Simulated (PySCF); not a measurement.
# SiSb under electron impact: the energy ladder

r²SCAN in PySCF with def2-TZVPPD on every atom (core potentials on Sb), for the lowest determinant that a PBE0 search found; no spin–orbit coupling.

```json
{"species": "SiSb", "state (unpaired electrons)": "doublet (π ↑)", "Re (Å)": "2.384", "ωe (cm⁻¹)": "420", "energy of the minimum from the neutral (eV)": "0.00", "De (eV)": "2.87", "dissociates to": "Si + Sb"}
{"species": "SiSb⁺", "state (unpaired electrons)": "triplet (π ↑↑)", "Re (Å)": "2.533", "ωe (cm⁻¹)": "348", "energy of the minimum from the neutral (eV)": "8.07", "De (eV)": "3.12", "dissociates to": "Si⁺ + Sb"}
{"species": "SiSb⁻", "state (unpaired electrons)": "singlet (closed shell)", "Re (Å)": "2.308", "ωe (cm⁻¹)": "461", "energy of the minimum from the neutral (eV)": "-2.67", "De (eV)": "4.20", "dissociates to": "Si⁻ + Sb"}
```

Work out the lowest energy to break SiSb into atoms, from its vibrational ground state.

D0 = De − ωe/2 = 2.87 − 0.03 = 2.84 eV (r²SCAN/def2-TZVPPD).

Work out the ionisation energy of the Si atom at this level and the threshold of dissociative ionisation.

IE(Si) = 8.07 + 3.12 − 2.87 = 8.32 eV, so Si⁺ + Sb + e⁻ appears at D0 + IE(Si) = 11.16 eV (r²SCAN/def2-TZVPPD). The measured IE(Si) is 8.152 eV (NIST ASD).

Work out the electron affinity of the Si atom and the threshold of dissociative attachment.

EA(Si) = 2.87 − 4.20 − (-2.67) = 1.34 eV, so Si⁻ + Sb needs D0 − EA(Si) = 1.50 eV (r²SCAN/def2-TZVPPD). The measured EA(Si) is 1.39 eV.

These are thermodynamic thresholds; the onsets seen under electron impact lie higher where the geometry changes, and cross-sections peak well above them.

These are scalar-relativistic numbers at best; spin–orbit coupling would shift them, the dissociation energy most. For an ion De counts to the pair picked by the measured ionisation energies or electron affinities, which need not be the lowest pair at this level. States were picked by a PBE0 search and need not be the measured ground states.
